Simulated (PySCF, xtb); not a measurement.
CH4SSn, SMILES [SH][Sn][CH3] (connectivity only; charge and spin as stated), neutral, multiplicity 1.

GFN2-xTB (xtb) at its own geometry gives an orbital gap of 3.06 eV and a dipole moment of 4.51 D.

Geometry optimised at r2SCAN-D4/def2-SVP. The def2 effective core potentials stand for the cores of Sn; spin–orbit coupling is left out. One conformer was computed; it need not be the lowest.

Task: What does PBE0/def2-TZVPD (PySCF) give? (Estimate from the structure and the level; the computed values follow.)

Result: gap 4.09 eV (levels -6.55 and -2.46 eV), dipole 1.82 D.
